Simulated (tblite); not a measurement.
Species: C₇H₇Cl₂N.
Cartesian coordinates in Å at the GFN2-xTB level; atoms count from 1:
```
atom  x, y, z in Å
N1     1.674    2.644   -0.414
C2     1.184    1.609   -0.379
C3     0.609    0.325   -0.324
C4     1.208   -0.938   -0.949
C5     0.740   -1.748    0.278
C6     0.142   -0.484    0.878
C7    -0.866    0.092   -0.067
C8    -1.675    1.262    0.398
Cl9   -2.286    2.186   -0.999
Cl10  -3.055    0.693    1.377
H11    2.290   -0.886   -1.046
H12    0.773   -1.219   -1.907
H13    1.564   -2.147    0.864
H14    0.024   -2.543    0.079
H15    0.165   -0.216    1.921
H16   -1.401   -0.571   -0.738
H17   -1.098    1.953    1.017
```

All values are computed: GFN2-xTB (tblite) harmonic vibrations without scaling, gas phase. This tight-binding method is rough: wavenumbers can miss measured ones by several per cent, in bad cases by 10 to 20. One conformer, not necessarily the lowest.

Harmonic wavenumbers (cm⁻¹): 35.3, 76.1, 109.8, 158.3, 174.0, 215.0, 279.6, 330.9, 339.1, 420.8, 522.4, 541.0, 611.3, 696.3, 730.2, 763.0, 806.3, 909.8, 924.3, 967.7, 1006.1, 1025.2, 1054.5, 1073.9, 1099.5, 1126.4, 1151.2, 1160.4, 1168.8, 1179.6, 1232.8, 1236.8, 1252.0, 1322.9, 1434.5, 1461.1, 1480.3, 2382.6, 2939.6, 2999.3, 3008.9, 3029.9, 3038.6, 3042.8, 3103.1.

A = 1328, B = 759.8, C = 568.1 MHz; mass 174.996 u (most abundant isotopes); point group C1, symmetry number 1.

Question: Zero-point energy?

Answer: Half the sum of the wavenumbers: 26811 cm⁻¹ = 320.73 kJ/mol.

Question: What is S at 500 K and 1 bar for an ideal gas of classical rigid rotors and harmonic oscillators?

Answer: Translation 184.02, rotation 134.92, vibration 200.58: S = 519.5 J/(mol K).

Question: And Cp and H(500 K) − H(0)?

Answer: Cp = 228.71 J/(mol K), of which vibrations give 195.45 (their classical limit is 45 R = 374.2); H(500 K) − H(0) = 67.61 kJ/mol without the zero-point energy, 50.98 from vibrations.

Question: What must be added to the electronic energy to get the Gibbs energy at 500 K and 1 bar?

Answer: ZPE + [H(500 K) − H(0)] − T·S = 320.73 + 67.61 − 259.76 = 128.58 kJ/mol.

Question: Blend soft modes into free rotors: weight 1/[1 + (100 cm⁻¹/ν̃)⁴] for the oscillator and the rest for a rotor with moment μB/(μ + B), μ = h/(8π²ν), B = 10⁻⁴⁴ kg m². What vibrational entropy results?

Answer: 185.12 J/(mol K) in place of 200.58, which changes −T·S at 500 K by +7.73 kJ/mol.

Question: Which modes carry the vibrational entropy at 500 K?

Answer: 35.3 cm⁻¹: 27.33; 76.1 cm⁻¹: 20.96; 109.8 cm⁻¹: 17.93; 158.3 cm⁻¹: 14.92; 174.0 cm⁻¹: 14.15; 215.0 cm⁻¹: 12.44 J/(mol K); the other 39 give 92.85 together.

Question: How do the functions run with temperature in this model?

Answer: 
```json
{"T (K)": "150", "S (J/(mol K))": "336.8", "Cp (J/(mol K))": "96.5", "H − H(0) (kJ/mol)": "9.78", "G − H(0) (kJ/mol)": "-40.73", "ln q(vib)": "3.12"}
{"T (K)": "250", "S (J/(mol K))": "395.1", "Cp (J/(mol K))": "135.7", "H − H(0) (kJ/mol)": "21.36", "G − H(0) (kJ/mol)": "-77.41", "ln q(vib)": "5.65"}
{"T (K)": "298.15", "S (J/(mol K))": "420.7", "Cp (J/(mol K))": "155.7", "H − H(0) (kJ/mol)": "28.37", "G − H(0) (kJ/mol)": "-97.05", "ln q(vib)": "6.86"}
{"T (K)": "400", "S (J/(mol K))": "472.2", "Cp (J/(mol K))": "195.9", "H − H(0) (kJ/mol)": "46.32", "G − H(0) (kJ/mol)": "-142.54", "ln q(vib)": "9.39"}
{"T (K)": "600", "S (J/(mol K))": "563.6", "Cp (J/(mol K))": "254.9", "H − H(0) (kJ/mol)": "91.84", "G − H(0) (kJ/mol)": "-246.34", "ln q(vib)": "14.29"}
{"T (K)": "900", "S (J/(mol K))": "678.0", "Cp (J/(mol K))": "307.5", "H − H(0) (kJ/mol)": "176.96", "G − H(0) (kJ/mol)": "-433.20", "ln q(vib)": "21.18"}
```

q(vib) and H(0) count from the zero-point level.

Hindered rotation and anharmonicity are outside this model. Other conformers, if any are populated, would add a mixing term that is left out. The structure is chiral; the term R ln 2 for an equal mix with its mirror image is left out.

Time: 0.81 s. Hardware: one thread, Arm Neoverse V1 (aarch64) (shared host). This covers the Hessian and the dipole derivatives.
